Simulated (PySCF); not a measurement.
Species: C5H6ClF.
Numbering: `[F:1][C:2]1=[C:3]([Cl:4])[CH2:5][CH2:6][CH2:7]1`

Probes without a nucleus sit at each ring's centroid and 1 Å off its mean plane on both sides; NICS is minus the shielding there, NICSzz its component along the normal. Level: GIAO PBE0/pcSseg-1 (PySCF, non-relativistic, gas phase) on the GFN2-xTB geometry, one conformer.

Ring bond lengths (Å), with Mayer bond orders in brackets: C2–C3 1.326 (1.68), C3–C5 1.502 (0.99), C5–C6 1.541 (1.01), C6–C7 1.539 (1.02), C7–C2 1.498 (1.06).

Question: Give the NICS values of each ring in ppm.

Answer: 
| ring | type | NICS(0) | NICS(1), two faces | NICS(1)zz, two faces | rms pucker (Å) | centre to ring atoms, mean (Å) |
| --- | --- | --- | --- | --- | --- | --- |
| C2–C3–C5–C6–C7 | 5-membered carbocycle; formal bonds 1 double, 4 single | -5.7 | -3.1 / -2.4 | -0.9 / -0.1 | 0.08 | 1.25 |

Question: What can be read from them?

Answer: 
- C2–C3–C5–C6–C7: mean NICS(1)zz -0.5 ppm, near zero. C5, C6, C7 have four or more neighbours; no verdict on aromaticity is drawn.

Question: At the second NICS(1) probe listed for ring C2–C3–C5–C6–C7, 1 Å off the ring, what do the in-plane components average?

Answer: The isotropic value is a third of the trace: (3 × -2.4 − (-0.1))/2 = -3.5 ppm.

Question: List the ring angles and the Hirshfeld charges of the ring atoms.

Answer: 
- C2–C3–C5–C6–C7: C2 113.3° (+0.073 e), C3 111.2° (-0.020 e), C5 103.4° (-0.073 e), C6 106.0° (-0.057 e), C7 102.6° (-0.072 e); sum 536.5° against 540° for a flat convex ring.

Question: How shielded are the nuclei of the rings and their hydrogens (means over atoms taken as equivalent)?

Answer: 
```
       atoms          environment  σ isotropic (ppm)  principal values of the symmetric part, first atom (ppm)
          C2   vinylic C–F carbon               21.4                                         -67.5, 55.6, 76.2
          C3  vinylic C–Cl carbon               70.1                                         -2.5, 99.2, 113.7
          C5       allylic carbon              149.4                                       121.6, 149.9, 176.9
          C6      ring CH2 carbon              166.9                                       150.0, 174.1, 176.7
          C7       allylic carbon              153.7                                       130.1, 157.9, 173.1
H on C5 (×2)   methylene hydrogen              29.18                                          24.8, 28.0, 34.2
H on C6 (×2)   methylene hydrogen              29.80                                          25.7, 27.4, 36.6
H on C7 (×2)   methylene hydrogen              29.06                                          25.2, 27.1, 35.4
```
